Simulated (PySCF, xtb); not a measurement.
AlH2, SMILES [AlH2+], charge +1.

GFN2-xTB (xtb) at its own geometry gives an orbital gap of 2.37 eV.

Geometry optimised at B3LYP-D3(BJ)/def2-TZVPD. The spin state was assumed, not searched. The isomer is the one that the SMILES or the coordinates give; other isomers of the formula were not compared.

Question: What does PBE/def2-TZVPD (PySCF) give? (Estimate from the structure and the level; the computed values follow.)

Answer: gap 5.91 eV (levels -14.92 and -9.01 eV).
